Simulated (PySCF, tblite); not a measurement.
Give a GFN2-xTB geometry of `O=C(c1ccccc1)C1CC1`.

```xyz
21
C10H10O angstrom
O     -1.3155   -1.0569   -1.4407
C     -0.8544   -0.3349   -0.5807
C      0.6060   -0.2948   -0.3001
C      1.1103   -0.0946    0.9823
C      2.4766   -0.0875    1.1959
C      3.3502   -0.2667    0.1356
C      2.8554   -0.4786   -1.1410
C      1.4907   -0.5044   -1.3558
C     -1.7034    0.5674    0.2370
C     -2.9848   -0.0039    0.8076
C     -3.0514    0.9521   -0.3250
H      0.4374    0.0233    1.8188
H      2.8629    0.0576    2.1941
H      4.4163   -0.2471    0.3070
H      3.5343   -0.6324   -1.9666
H      1.0873   -0.6780   -2.3422
H     -1.1769    1.3046    0.8269
H     -3.1819   -1.0448    0.6007
H     -3.2796    0.3218    1.7940
H     -3.3994    1.9580   -0.1473
H     -3.2891    0.5566   -1.3009
```

Any rigid rotation of these coordinates is as good. Atoms count from 1 in this order. The 6-membered ring C3–C4–C5–C6–C7–C8 has internal angles of 119.3° to 120.4° (sum 720°, against 720° for a flat polygon); it is planar, 0.01 Å rms from its mean plane, widest ring torsion 2°. The C–C distances run from 1.382 Å (C7–C8, aromatic) to 1.515 Å (C9–C10, drawn single), a spread of 0.133 Å. The 3-membered ring C9–C10–C11 has internal angles of 58.7° to 60.8°. Of the pairs four or more bonds apart, C4···H17 is among the closest relative to their van der Waals radii: 2.69 Å, 93 % of the sum of Bondi's values.

Bonds between heavy atoms (Å): O1=C2 1.214, C2–C3 1.488, C3–C4 1.393, C4–C5 1.383, C5–C6 1.386, C6–C7 1.385, C7–C8 1.382, C2–C9 1.484, C9–C10 1.515, C10–C11 1.484, C3–C8 1.393, C9–C11 1.510.

The geometry is computed with GFN2-xTB (gas phase).

Point group: C1 (no symmetry element, even within 0.4 Å). Its GFN2-xTB frequencies are all real (lowest 35 cm⁻¹). One conformer, not necessarily the lowest (O1–C2–C3–C4 -146°, O1–C2–C9–C10 45°). 2 starts were optimised and ended at 0.00 and 1.59 kcal/mol (GFN2-xTB); the lowest of these is shown.
